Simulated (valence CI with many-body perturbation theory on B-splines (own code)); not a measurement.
# Level structure of Pd5+

Level of theory: configuration interaction combined with many-body perturbation theory (CI+MBPT): five valence electrons over a frozen Dirac-Fock core [Kr], a basis of 7 s, 7 p, 8 d, 6 f, 4 g, 1 h functions for each j, with the one-electron correlation potential Σ1 (screened to all orders), the two-electron term Σ2, the three-electron term Σ3, Breit, model QED; selected single and double excitations, second order for the rest, scaled by the run's own slope (own B-spline code, finite nucleus).

No measured spectrum was set against this ion. As an estimate, terms of the open shell hold to 2 to 4 % of their energy, and close levels can change places; different configurations can be misplaced against each other by 1,000 to 8,000 cm⁻¹. Among the levels kept, up to 2400 cm⁻¹ of a level comes from second order outside the variational space, and about a tenth of that is noise between levels of different J, which matters for small intervals. The list stops below the first excitations out of the core.

Levels 136 to 180 of 211, with energies above the lowest level, 4d⁵ ⁶S_5/2. "Leading %" is the weight of the configuration and term that name the level; weights of strongly mixed levels are sums over their largest components and can fall short. In the jj column 3d3/2^4 stands for four electrons in 3d with j = 3/2. Lifetimes count E1, E2, E3, M1 and M2 decay at the calculated energies, and are blank where another channel may lead or the interval is too uncertain; long ones can be off by a factor of two.

```
No.  Configuration  Term     J  E (eV)  Leading %  Lifetime      g                    Leading jj
136          4d⁴5p   ⁴P°   1/2  35.312         54    117 ps  2.058  4d3/2^2 4d5/2^2 5p1/2 (44 %)
137          4d⁴5p   ⁴D°   5/2  35.318         49    160 ps  1.141  4d3/2^2 4d5/2^2 5p1/2 (36 %)
138          4d⁴5p   ⁴G°  11/2  35.363         49    124 ps  1.166  4d3/2^2 4d5/2^2 5p1/2 (55 %)
139          4d⁴5p   ²D°   3/2  35.426         43    114 ps  0.751    4d3/2^3 4d5/2 5p1/2 (32 %)
140          4d⁴5p   ⁴G°   5/2  35.544         47    107 ps  0.834  4d3/2^2 4d5/2^2 5p1/2 (39 %)
141          4d⁴5p   ⁴I°  11/2  35.559         44    249 ps  1.094  4d3/2^2 4d5/2^2 5p3/2 (56 %)
142          4d⁴5p   ⁴G°   7/2  35.621         28    123 ps  1.118  4d3/2^2 4d5/2^2 5p3/2 (31 %)
143          4d⁴5p   ²H°   9/2  35.736         29    235 ps  1.081  4d3/2^2 4d5/2^2 5p1/2 (42 %)
144          4d⁴5p   ⁴G°   9/2  35.767         64   87.1 ps  1.161  4d3/2^2 4d5/2^2 5p3/2 (35 %)
145          4d⁴5p   ⁴P°   3/2  35.775         58   98.6 ps  1.411  4d3/2^2 4d5/2^2 5p1/2 (26 %)
146          4d⁴5p   ⁴G°   7/2  35.781         71   99.3 ps  1.011    4d3/2 4d5/2^3 5p1/2 (37 %)
147          4d⁴5p   ²I°  11/2  35.832         50    178 ps  1.047    4d3/2^3 4d5/2 5p3/2 (50 %)
148          4d⁴5p   ⁴I°  13/2  35.838         58    389 ps  1.146  4d3/2^2 4d5/2^2 5p3/2 (50 %)
149          4d⁴5p   ⁴F°   5/2  35.839         60   81.4 ps  1.080    4d3/2 4d5/2^3 5p1/2 (40 %)
150          4d⁴5p   ⁴H°   9/2  35.889         34    117 ps  1.083    4d3/2^3 4d5/2 5p3/2 (23 %)
151          4d⁴5p   ⁴F°   7/2  35.894         65   76.1 ps  1.158  4d3/2^2 4d5/2^2 5p1/2 (40 %)
152          4d⁴5p   ²P°   3/2  35.928         33   98.2 ps  1.183  4d3/2^2 4d5/2^2 5p1/2 (40 %)
153          4d⁴5p   ⁴G°   5/2  35.939         38    110 ps  0.830  4d3/2^2 4d5/2^2 5p3/2 (39 %)
154          4d⁴5p   ⁴H°   7/2  35.950         52    197 ps  0.859  4d3/2^2 4d5/2^2 5p3/2 (33 %)
155          4d⁴5p   ⁴I°  15/2  35.980         93    762 ps  1.193  4d3/2^2 4d5/2^2 5p3/2 (62 %)
156          4d⁴5p   ²I°  13/2  35.991         54    378 ps  1.095  4d3/2^2 4d5/2^2 5p3/2 (60 %)
157          4d⁴5p   ⁴D°   5/2  36.019         47    147 ps  1.187  4d3/2^2 4d5/2^2 5p1/2 (22 %)
158          4d⁴5p   ⁴F°   3/2  36.071         67   84.5 ps  0.769  4d3/2^2 4d5/2^2 5p3/2 (34 %)
159          4d⁴5p   ⁴F°   9/2  36.119         48   93.2 ps  1.210    4d3/2 4d5/2^3 5p1/2 (29 %)
160          4d⁴5p   ²D°   5/2  36.122         41    119 ps  1.114  4d3/2^2 4d5/2^2 5p3/2 (24 %)
161          4d⁴5p   ⁴P°   1/2  36.131         37    181 ps  1.572  4d3/2^2 4d5/2^2 5p3/2 (46 %)
162          4d⁴5p   ⁴H°  11/2  36.140         48    170 ps  1.135    4d3/2 4d5/2^3 5p1/2 (46 %)
163          4d⁴5p   ⁴F°   9/2  36.203         43    130 ps  1.130  4d3/2^2 4d5/2^2 5p3/2 (52 %)
164          4d⁴5s    ²S   1/2  36.243         96   14.1 μs  2.001     4d3/2^2 4d5/2^2 5s (61 %)
165          4d⁴5p   ⁴P°   5/2  36.254         50    108 ps  1.350  4d3/2^2 4d5/2^2 5p3/2 (28 %)
166          4d⁴5p   ²F°   7/2  36.277         30    150 ps  1.095  4d3/2^2 4d5/2^2 5p3/2 (30 %)
167          4d⁴5p   ⁴F°   3/2  36.327         44    104 ps  0.848  4d3/2^2 4d5/2^2 5p3/2 (39 %)
168          4d⁴5p   ⁴G°  11/2  36.336         51    237 ps  1.149  4d3/2^2 4d5/2^2 5p3/2 (42 %)
169          4d⁴5p   ⁴F°   7/2  36.354         34    134 ps  1.215  4d3/2^2 4d5/2^2 5p3/2 (37 %)
170          4d⁴5p   ⁴D°   1/2  36.391         86   80.5 ps  0.195  4d3/2^2 4d5/2^2 5p3/2 (45 %)
171          4d⁴5p   ⁴D°   3/2  36.405         45   86.3 ps  1.225  4d3/2^2 4d5/2^2 5p3/2 (43 %)
172          4d⁴5p   ⁴D°   5/2  36.410         40    101 ps  1.157  4d3/2^2 4d5/2^2 5p3/2 (32 %)
173          4d⁴5p   ⁴H°   9/2  36.471         30    189 ps  1.087  4d3/2^2 4d5/2^2 5p3/2 (42 %)
174          4d⁴5p   ²F°   5/2  36.574         29    101 ps  1.066  4d3/2^2 4d5/2^2 5p3/2 (36 %)
175          4d⁴5p   ²I°  11/2  36.588         45   89.8 ps  1.035  4d3/2^2 4d5/2^2 5p3/2 (50 %)
176          4d⁴5p   ²K°  13/2  36.606         44    160 ps  1.036    4d3/2 4d5/2^3 5p1/2 (68 %)
177          4d⁴5p   ⁴D°   7/2  36.614         28    146 ps  1.119    4d3/2 4d5/2^3 5p3/2 (34 %)
178          4d⁴5p   ⁴D°   3/2  36.662         32    105 ps  1.202  4d3/2^2 4d5/2^2 5p3/2 (40 %)
179          4d⁴5p   ⁴D°   1/2  36.676         73    238 ps  0.273    4d3/2 4d5/2^3 5p1/2 (34 %)
180          4d⁴5p   ²H°  11/2  36.693         48    266 ps  1.126  4d3/2^2 4d5/2^2 5p3/2 (70 %)
```

Names give the largest LS component (configuration and term), which can be under half, so a name can repeat, a term be missing and a line seem to break the LS rules; names also repeat where a configuration has a term twice.

Where two levels of one J and parity lie close, their mixing, g and order are uncertain.
